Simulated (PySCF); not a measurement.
**`CSC([SiH3])=C=C[SiH3]`, C4H10SSi2**

Geometry (Å), atoms numbered from 1 in this order:
```xyz
17

C    -1.7118    1.9345    0.9600
S    -2.3098    0.3425    0.3703
C    -0.8250   -0.6167    0.3509
Si   -0.9862   -2.3900   -0.2616
C     0.3539   -0.1814    0.7330
C     1.5495    0.2530    1.0577
Si    2.6777    1.0560   -0.2040
H    -1.2737    1.8443    1.9645
H    -0.9668    2.3559    0.2695
H    -2.5869    2.5974    1.0013
H    -1.8736   -3.1688    0.6532
H    -1.5902   -2.3968   -1.6274
H     0.3750   -2.9956   -0.2940
H     1.8923    0.1387    2.0967
H     1.9711    1.1146   -1.5165
H     3.9476    0.2791   -0.3499
H     3.0394    2.4414    0.2314
```

Method: TDDFT CAM-B3LYP/aug-cc-pVDZ circular dichroism and optical rotation, one conformer, gas phase in PySCF 2.14.0. Geometry: PBE0-D3(BJ)/def2-SVP.

No stereocentre is labelled: unless the shape is locked (an allene, a helicene, a hindered biaryl), the mirror image is equally populated and a measured rotation or CD is zero.

(1) Draw the ECD and absorption spectra from the lowest 12 states, each a Gaussian of half-width 0.25 eV at 1/e height.

## Answers

(1) 
| E (eV) | λ (nm) | Δε (L mol⁻¹ cm⁻¹) | ε (L mol⁻¹ cm⁻¹) |
| --- | --- | --- | --- |
| 3.73 | 332 | 0.00 | 0.202 |
| 3.88 | 319 | 0.00 | 1.55 |
| 4.03 | 307 | +0.02 | 5.81 |
| 4.18 | 296 | +0.03 | 10.6 |
| 4.33 | 286 | +0.02 | 9.39 |
| 4.48 | 277 | +0.01 | 4.07 |
| 4.63 | 268 | 0.00 | 1.32 |
| 4.78 | 259 | -0.04 | 9.28 |
| 4.93 | 251 | -0.05 | 135 |
| 5.08 | 244 | +0.45 | 1170 |
| 5.23 | 237 | -0.29 | 5380 |
| 5.38 | 230 | -9.17 | 12600 |
| 5.53 | 224 | -20.58 | 15100 |
| 5.68 | 218 | -16.50 | 9120 |
| 5.83 | 213 | -3.90 | 3120 |
| 5.98 | 207 | +2.92 | 2330 |
| 6.13 | 202 | +2.21 | 9660 |
| 6.28 | 197 | -8.49 | 30000 |
| 6.43 | 193 | -23.67 | 47900 |

Δε uses R in velocity form, ε uses f in length form. Only the states computed contribute, so the short-wavelength end is incomplete.
